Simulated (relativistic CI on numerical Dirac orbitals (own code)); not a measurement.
## Br XX: computed level list

Computed by Dirac-Coulomb-Breit CI, separate exchange-only KLI orbitals for each configuration, model QED (radiative potential, 1s self-energy scaled to tabulated hydrogen-like ionisation energies), unscaled Slater integrals (own radial code, finite nucleus).

Configuration list (outside the closed core [Ne]): 3s2 3p4, 3s 3p5, 3s2 3p3 3d, 3p6, 3s 3p4 3d, 3p5 3d, 3s 3p3 3d2, 3s2 3p2 3d 4p, 3s2 3p3 4s, 3p5 4s, 3p5 4p, 3s 3p3 3d 4s, 3s2 3p3 4p, 3s2 3p3 4d, 3s 3p4 4s, 3s2 3p3 4f, 3s 3p4 4p, 3p4 3d 4p, 3s 3p4 4d, 3s 3p4 4f, 3s2 3p3 5s, 3s2 3p3 5p, 3s2 3p3 5d, 3s2 3p2 4s 4p, 3s2 3p3 5f, 3s2 3p3 5g, 3s 3p3 4s2, 3s 3p4 5s, 3s 3p4 5p, 3s2 3p2 3d2, 3s2 3p 3d3, 3s 3p2 3d3, 3s2 3p 3d2 4s, 3s2 3p 3d2 4p, 3s2 3p 3d2 4d, 3p4 3d2, 3p3 3d3, 3p3 3d2 4s, 3p3 3d2 4p, 3p3 3d2 4d, 3s2 3p2 3d 4s, 3s 3p2 3d2 4s, 3s2 3p 3d 4s2, 3s2 3p 3d 4s 4p, 3s2 3p 3d 4s 4d, 3p4 3d 4s, 3p3 3d 4s2, 3p3 3d 4s 4p, 3p3 3d 4s 4d, 3s2 3p2 4s2, 3s 3p2 3d 4s2, 3s2 3p 4s2 4p, 3s2 3p 4s2 4d, 3s2 3p2 4p2, 3s2 3p 3d 4p2, 3s 3p2 3d 4p2, 3s2 3p 4s 4p2, 3s2 3p 4p3, 3s2 3p 4p2 4d. Double excitations out of closed p, d and f shells are left out; levels of such configurations are missing from the list, as are those of other unlisted configurations, and high levels can miss mixing partners. These lack a partner that the ground configuration has and come out too high: 3s2 3p3 4f, 3s 3p4 4p, 3s 3p4 4d, 3s 3p4 4f, 3s2 3p3 5s.

The lowest level is 3s2 3p4 3P_2, with 83 % of that term; Hund's rules for 3s2 3p4 give 3P with J = 2, in agreement.

```tsv
No.	Configuration	Term	J	E (cm⁻¹)	%	Landé g	Lifetime (s)
1	3s2 3p4	3P	2	0	83	1.426	
2	3s2 3p4	3P	0	44836	68		1.42e+00
3	3s2 3p4	3P	1	67306	97	1.499	1.67e-04
4	3s2 3p4	1D	2	103886	83	1.071	1.74e-04
5	3s2 3p4	1S	0	203966	67		2.39e-05
6	3s 3p5	3P°	2	518000	79	1.498	1.27e-10
7	3s 3p5	3P°	1	554818	69	1.448	1.01e-10
8	3s 3p5	3P°	0	590490	75		1.20e-10
9	3s 3p5	1P°	1	667367	41	1.086	6.29e-11
10	3p3(4S°) 3d	5D°	2	669088	67	1.332	1.19e-09
11	3p3(4S°) 3d	5D°	3	669890	71	1.413	3.03e-09
12	3p3(4S°) 3d	5D°	0	671194	84		6.24e-10
13	3p3(4S°) 3d	5D°	1	674203	82	1.432	2.19e-10
14	3p3(4S°) 3d	5D°	4	680034	82	1.453	3.82e-03
15	3p3(2D°) 3d	3D°	2	702098	33	1.098	7.05e-10
16	3p3(2D°) 3d	3D°	3	732313	48	1.271	8.01e-09
17	3p3(2D°) 3d	3D°	1	737317	92	0.555	1.38e-09
18	3p3(2D°) 3d	3F°	2	740948	52	0.908	1.16e-09
19	3p3(2D°) 3d	1S°	0	746469	82		1.25e-08
20	3p3(2D°) 3d	3F°	3	751169	58	1.151	3.40e-09
21	3p3(2D°) 3d	3F°	4	767148	56	1.200	3.04e-04
22	3p3(2D°) 3d	3G°	3	772038	62	0.881	3.78e-10
23	3p3(2D°) 3d	3F°	4	788049	58	1.173	3.89e-04
24	3p3(2D°) 3d	1G°	4	802371	72	1.025	5.69e-04
25	3p3(2D°) 3d	3G°	5	803926	98	1.198	1.00e-03
26	3p3(2P°) 3d	3D°	1	815632	90	0.558	9.25e-11
27	3p3(2P°) 3d	1D°	2	821205	52	0.988	1.76e-10
28	3p3(2P°) 3d	3P°	0	840746	78		4.87e-10
29	3p3(2P°) 3d	3P°	1	842421	73	1.446	4.20e-11
30	3p3(2P°) 3d	3D°	2	856464	72	1.158	4.77e-10
31	3p3(2P°) 3d	3F°	3	863624	73	1.060	1.57e-10
32	3p3(2P°) 3d	3F°	2	867061	63	0.911	4.20e-11
33	3p3(2D°) 3d	3D°	3	884436	62	1.209	1.29e-10
34	3p3(2P°) 3d	3P°	2	891650	53	1.304	1.02e-11
35	3p3(2P°) 3d	3F°	4	892208	63	1.190	4.36e-05
36	3p3(2D°) 3d	3P°	1	915528	44	1.391	4.41e-12
37	3p3(2D°) 3d	3P°	2	922024	76	1.436	8.22e-12
38	3p3(2D°) 3d	3S°	1	931208	65	1.664	5.53e-12
39	3p3(2P°) 3d	3D°	3	934825	71	1.257	5.21e-12
40	3p3(2D°) 3d	1F°	3	955973	57	1.119	2.11e-11
41	3p3(2P°) 3d	3P°	1	963622	37	1.282	4.70e-12
42	3p3(2D°) 3d	3P°	0	965628	76		3.99e-12
43	3p3(4S°) 3d	3D°	2	972061	65	1.143	4.56e-12
44	3p3(2P°) 3d	3D°	1	988762	75	0.675	4.07e-12
45	3p3(2D°) 3d	1D°	2	1022074	68	1.040	4.97e-12
46	3p3(2D°) 3d	1F°	3	1035727	82	1.040	3.89e-12
47	3p3(2P°) 3d	1P°	1	1099074	74	0.944	4.70e-12
48	3p6	1S	0	1118177	53		5.34e-11
49	3s 3p4(3P)<4P> 3d	5D	3	1128912	80	1.484	2.67e-10
50	3s 3p4(3P)<4P> 3d	5D	2	1131724	78	1.492	2.51e-10
51	3s 3p4(3P)<4P> 3d	5D	4	1133324	82	1.483	2.88e-10
52	3s 3p4(3P)<4P> 3d	5D	1	1139080	78	1.519	2.40e-10
53	3s 3p4(3P)<4P> 3d	5D	0	1146907	84		2.39e-10
54	3s 3p4(3P)<4P> 3d	5F	5	1194687	87	1.385	1.05e-10
55	3s 3p4(3P)<4P> 3d	5P	1	1209638	71	2.289	1.17e-10
56	3s 3p4(3P)<4P> 3d	5F	4	1212251	71	1.325	9.93e-11
57	3s 3p4(3P)<4P> 3d	5P	2	1223401	64	1.721	1.28e-10
58	3s 3p4(3P)<4P> 3d	5F	3	1225314	80	1.239	8.90e-11
59	3s 3p4(3P)<4P> 3d	5F	2	1231246	81	1.018	8.79e-11
60	3s 3p4(1D)<2D> 3d	3P	0	1231559	78		1.44e-10
61	3s 3p4(3P)<4P> 3d	5F	1	1233589	80	0.059	8.54e-11
62	3s 3p4(3P)<4P> 3d	3P	1	1242129	70	1.594	1.14e-10
63	3s 3p4(3P)<4P> 3d	5P	3	1252319	81	1.639	1.13e-10
64	3s 3p4(3P)<4P> 3d	3F	4	1261883	68	1.240	2.00e-10
65	3s 3p4(1D)<2D> 3d	3D	1	1262065	73	0.526	7.58e-11
66	3s 3p4(3P)<4P> 3d	3P	2	1265935	39	1.361	1.12e-10
67	3s 3p4(3P)<4P> 3d	3F	3	1279115	45	1.152	8.43e-11
68	3s 3p4(1D)<2D> 3d	3D	2	1282274	41	1.341	9.65e-11
69	3s 3p4(1D)<2D> 3d	3G	3	1302510	35	1.059	5.70e-11
70	3s 3p4(3P)<4P> 3d	3F	2	1313510	71	0.739	1.34e-10
```

Energies count from the lowest computed level; ° marks odd parity; lifetimes are radiative, by E1, M1, E2, M2, E3 decay to levels of this space only. Percentages are summed over parent terms; the parents shown are those of the largest component, closed shells are left out there, and <> holds an intermediate term.

The mean weight of the leading LS term, summed over parents, in these 70 levels is 69 %, and that of the leading jj configuration (from the same eigenvectors) 53 %, so LS coupling describes them better.

At this charge energies of transitions that change n are usually good to better than 1 %, and those within a shell (Δn = 0) to a few per cent.

LS names give the leading component of a level, which can be under half, so a name can repeat, a term be missing and a line seem to break the LS rules.
